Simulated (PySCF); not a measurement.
Run record: geometry optimisation, `[OH2]->[Rh+3](<-[OH2])(<-[OH2])(<-[OH2])(<-[OH2])<-[OH2]` ([Rh(H2O)6]3+).

Computed with PBE0-D3(BJ)/def2-SVP geometry optimisation, gas phase, def2 core potentials past Kr (PySCF 2.14.0). Start geometry: GFN2-xTB. A driver script takes a list of jobs; this job's settings line and coordinates (Å) are shown.

Input:
```
{"job": {"xc": "PBE0", "basis": "def2-SVP", "d3": "d3bj", "grid": 1, "maxiter": 30, "shake": 0.03, "kind": "geom"}, "charge": 3, "multiplicity": 1}
Rh     0.042580    -0.082750     0.022140
O     -0.072060     0.088050     2.032970
H     -0.260930     0.978750     2.392730
H      0.743310    -0.318250     2.552140
O     -0.151670    -0.196840    -2.061170
H      0.017450    -1.030980    -2.436480
H      0.146430     0.504130    -2.660970
O      2.081210    -0.012290     0.047560
H      2.497070     0.646820     0.660730
H      2.549700    -0.160630    -0.716230
O     -2.076940     0.049140     0.023730
H     -2.533290    -0.253730     0.789340
H     -2.588090    -0.216740    -0.836260
O     -0.176730     2.043230     0.052280
H     -1.045060     2.357770    -0.024510
H      0.435780     2.640760    -0.500610
O      0.077980    -2.014710     0.010250
H     -0.659700    -2.544530     0.463400
H      0.910190    -2.483760     0.273550
```

Output:
```
step   0  E = -567.13907756  max force = 0.083344
step   1  E = -567.16971258  max force = 0.017952
step   2  E = -567.17159591  max force = 0.007300
step   3  E = -567.17247992  max force = 0.003447
step   4  E = -567.17292593  max force = 0.002531
step   5  E = -567.17351833  max force = 0.002781
step   6  E = -567.17393742  max force = 0.002722
step   7  E = -567.17419198  max force = 0.001310
step   8  E = -567.17430290  max force = 0.000850
step   9  E = -567.17438869  max force = 0.000843
step  10  E = -567.17450413  max force = 0.000937
step  11  E = -567.17464852  max force = 0.001288
step  12  E = -567.17479617  max force = 0.001222
step  13  E = -567.17488989  max force = 0.000779
step  14  E = -567.17493838  max force = 0.000886
step  15  E = -567.17496593  max force = 0.000716
step  16  E = -567.17498211  max force = 0.000534
step  17  E = -567.17499820  max force = 0.000477
step  18  E = -567.17500806  max force = 0.000507
step  19  E = -567.17501117  max force = 0.000417
optimisation converged
```

Energies in Eh; «max force» is the largest Cartesian gradient component in Eh/bohr.

Task: Give the first gradient maximum in eV/Å.

Result: With 1 Eh/bohr = 51.422 eV/Å, 4.286 eV/Å.

Summary of the converged run: final energy -567.17501 Eh after 19 steps.

The ion is multiply charged and computed in the gas phase, without counter-ions or solvent.

Task: How long does this job take on one thread, Arm Neoverse V1 (aarch64), shared host? And the peak memory of the process?

Result: About 8.8 min, with 0.75 GiB resident at the peak, the Python interpreter and its libraries included.
Labels such as C1 count atoms from 1, the log's own numbers from 0.
